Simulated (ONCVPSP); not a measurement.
Logarithmic derivatives: W (Z = 74), ONCV

tungsten, optimised norm-conserving Vanderbilt (ONCV), made with ONCVPSP 4.0.1 (PBEsol, scalar-relativistic). Core [Kr] 4d10 4f14, reference 5s2 5p6 5d4 6s2. Waves: 5s+6s: rc 1.45 bohr, ncon 3, nbas 7, qcut 8.5 1/bohr, 2 projectors; 5p: rc 1.20 bohr, ncon 3, nbas 7, qcut 6.1 1/bohr, 2 projectors, debl 3.5 Ha; 5d: rc 2.50 bohr, ncon 4, nbas 9, qcut 6.3 1/bohr, 2 projectors, debl 3.4 Ha. Local part: polynomial inside 0.85 bohr (lpopt 4, dvloc0 1 Ha). Core correction: Teter function, parameters optimised by the program.

The phase is arctan(r·R′/R) of the radial function R(r), unwrapped; energies in Ha, scanned from -4 to 5 Ha. A pole is an energy at which the radial function vanishes at the test radius. The pseudo phase is shifted by a multiple of π to meet the all-electron one at the reference energy, and phase errors are pseudo minus all-electron; the curves can meet again beyond the range given. Levels narrower than the energy grid can be missing from the lists of poles.

```
channel  radius (bohr)  reference energy (Ha)  poles, all-electron  poles, pseudo  unbroken range about the reference energy with phases within 0.05 rad  phase error 1 Ha above the reference energy (rad)
      s           1.47                  -0.21                -1.72          -1.72                                                              below 1.2                                             -0.000
      p           1.22                  -1.59                 3.29           3.29                                                        the whole range                                             +0.000
      d           2.54                  -0.17           0.19, 3.68     0.19, 3.68                                                        the whole range                                             +0.002
```

Note: ghosts flagged at negative energy: d at -307.4 eV; GHOST(+) flagged for s at 34.2 eV. A true bound ghost makes a file unfit for plane-wave use.

Phases in the p channel:

| E (Ha) | all-electron | pseudo |
| --- | --- | --- |
| -3.98 | 0.533 | 0.531 |
| -3.50 | 0.240 | 0.239 |
| -3.02 | -0.134 | -0.134 |
| -2.54 | -0.509 | -0.509 |
| -2.06 | -0.803 | -0.803 |
| -1.58 | -1.008 | -1.008 |
| -1.10 | -1.149 | -1.149 |
| -0.62 | -1.248 | -1.248 |
| -0.14 | -1.322 | -1.322 |
| 0.34 | -1.379 | -1.379 |
| 0.82 | -1.424 | -1.424 |
| 1.30 | -1.462 | -1.462 |
| 1.78 | -1.493 | -1.493 |
| 2.26 | -1.521 | -1.521 |
| 2.74 | -1.545 | -1.545 |
| 3.22 | -1.567 | -1.568 |
| 3.70 | -1.588 | -1.589 |
| 4.18 | -1.608 | -1.609 |
| 4.66 | -1.628 | -1.629 |
